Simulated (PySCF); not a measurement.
## Calculated properties of aminodiethylborane (`CCB(N)CC`)

Aminodiethylborane, C4H12BN.
Geometry (PBE0-D3(BJ)/def2-SVP, Å), atoms numbered from 1 in this order:
```
atom  x, y, z in Å
C1    -1.8167   -0.7978    0.5489
C2    -1.0386    0.4994    0.7889
B3     0.0144    0.7826   -0.3698
N4    -0.4203    1.4438   -1.5256
C5     1.5318    0.3294   -0.2556
C6     1.7517   -1.0918    0.2587
H7    -2.5531   -0.9955    1.3448
H8    -2.3663   -0.7656   -0.4057
H9    -1.1472   -1.6711    0.5016
H10   -0.5288    0.4434    1.7663
H11   -1.7521    1.3396    0.8655
H12    0.1783    1.6165   -2.3226
H13   -1.3640    1.7888   -1.6451
H14    2.0094    1.0386    0.4489
H15    2.0619    0.4713   -1.2145
H16    1.2814   -1.2424    1.2437
H17    2.8207   -1.3338    0.3706
H18    1.3198   -1.8428   -0.4224
```

Structural features include: three-coordinate boron.

**PBE0-D3(BJ)/def2-SVP geometry optimisation, gas phase (PySCF)**

- Point group: C1
- Rotational constants A, B, C: 3.621, 2.740, 1.802 GHz

From PBE0/def2-SVPD ground state, ΔSCF and vertical TDDFT (core frozen in the response) (PySCF):

- Dipole moment: 1.34 D
- HOMO energy: -7.79 eV
- LUMO energy: 0.30 eV
- HOMO–LUMO gap: 8.09 eV
- Lowest singlet excitation: 6.86 eV (181 nm, f = 0.001)
- Strongest line among the 10 lowest singlet transitions: S4 at 7.94 eV (156 nm, f = 0.130)
- Lowest triplet excitation (Tamm–Dancoff): 6.39 eV
- Static isotropic polarisability: 73.2 au
- Vertical ionisation energy: 9.69 eV
- Electronic spatial extent ⟨r²⟩ about the centre of nuclear charge: 763 bohr²

From PBE0/pcSseg-1 ground state and GIAO shieldings, non-relativistic (PySCF):

* Lowest Hirshfeld atomic charge: -0.24 e on N4
* Highest Hirshfeld atomic charge: +0.17 e on B3
* 13C chemical shifts (computed TMS as zero) by class: 15.8 (C2/C5), 11.9 (C1/C6) ppm
* 1H chemical shifts (computed TMS as zero) by class: 3.43 (H12/H13), 0.98 (H7/H8/H9/H16/H17/H18), 0.65 (H10/H11/H14/H15) ppm
* Isotropic shieldings of nuclei other than C and H, by class: 55 (B3), 160 (N4) ppm
* Mayer bond orders between heavy atoms: C1–C2 1.05, C2–B3 0.95, B3–N4 1.37, B3–C5 0.96, C5–C6 1.06

B3LYP/pcJ-1 indirect spin-spin coupling, non-relativistic, gas phase; spin–dipole term left out for some pairs (PySCF):

* Largest of the computed one-bond spin–spin couplings (means over like bonds): 13C–1H +132.0 (C1–H7 and 5 like it), 13C–1H +121.7 (C2–H10 and 3 like it), 15N–1H -84.5 (N4–H12 and 1 like it), 13C–11B +56.8 (C2–B3 and 1 like it), 13C–13C +33.1 (C1–C2 and 1 like it), 15N–11B -28.4 (N4–B3) Hz

Monoisotopic mass (most abundant isotopes): 85.1063 u.

The rotational constants make it an asymmetric top with κ = (2B − A − C)/(A − C) = 0.03, midway between the prolate (−1) and oblate (+1) limits. The principal polarisabilities are 64.1, 76.9 and 78.6 au; their mean is the isotropic value. The polarisability is 10.84 Å³ as a volume (1 au = 0.148185 Å³), or 1.52 au for each of the 48 electrons. A dipole of 1.34 D is allowed in C1, and pure rotational transitions are dipole-allowed. With B = h/(8π²I), that is 505.379 GHz u Å² over I, the principal moments of inertia are 139.6, 184.5 and 280.4 u Å² (most abundant isotopes); the inertial defect Ic − Ia − Ib is -43.7 u Å² (zero for a rigid planar frame, negative otherwise). In atomic units the dipole is 0.53 e·bohr (1 au = 2.5417 D).

 NMR classes are plain means over equivalent atoms (diastereotopic ones count apart unless rotation or inversion swaps them), as if these changed places fast; in this geometry the members of some classes differ.

One conformer stands for the species.
